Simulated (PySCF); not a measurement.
H6O3Si2, SMILES O[Si]([SiH3])(O)O.

Geometry: PBE-D3(BJ)/def2-SVP. Other conformers were not sampled.

Computed with PySCF with PBE-D3(BJ)/def2-SVP.

Frequencies are harmonic and unscaled.

Modes within 1.5 cm⁻¹ of each other (mostly degenerate sets) share a row, with their intensities summed.

Computed normal modes with their intensities:
```tsv
mode	ν (cm⁻¹)	IR (km/mol)	moving atoms (share of kinetic energy)
1–2	84	58.3	H 70 %, O 22 %, Si 8 %
3	123	4.2	H 95 %
4–5	149	45.4	O 43 %, H 40 %, Si 16 %
6	221	214.8	H 96 %
7	281	37.6	O 47 %, Si 47 %
8–9	299	22.0	O 71 %, H 19 %, Si 10 %
10	462	55.9	Si 63 %, O 31 %
11–12	494	12.2	H 79 %, Si 16 %
13–15	767	817.4	H 70 %, O 29 %
16	781	24.2	H 84 %, O 15 %
17	861	18.3	H 73 %, Si 16 %, O 11 %
18–19	895	12.0	H 90 %
20–21	937	241.7	Si 42 %, O 34 %, H 23 %
22	2139	49.6	H 99 %
23–24	2151	189.6	H 96 %
25–27	3768	232.2	H 94 %
```
